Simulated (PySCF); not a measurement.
Mg: excitation energy

Mg [Ne] 3s2 (1S) → Mg [Ne] 3s1 4s1 (3S), as a difference of total energies. Calculation: PySCF 2.14, in dyall-acv3z; no relativity, point nucleus. Correlated levels: valence: [Ne] frozen; valence and next inner shell: 1s2 frozen; virtual orbitals above 40 to 60 times the deepest correlated orbital energy dropped. The calculations carry no spin-orbit coupling.

```csv
method,excitation energy (cm⁻¹)
UHF,33893
LDA,40691
PBE,39767
PBE0,39481
r2SCAN,38922
PW91,39968
HSE06,39398
BP86,40280
MP2 (valence),38754
SCS-MP2 (valence),40095
MP2 (valence and next inner shell),39717
SCS-MP2 (valence and next inner shell),40841
```

Errors of the correlated levels include the incompleteness of this basis and the frozen core.

For comparison: 41197 cm⁻¹ (measured; NIST levels).
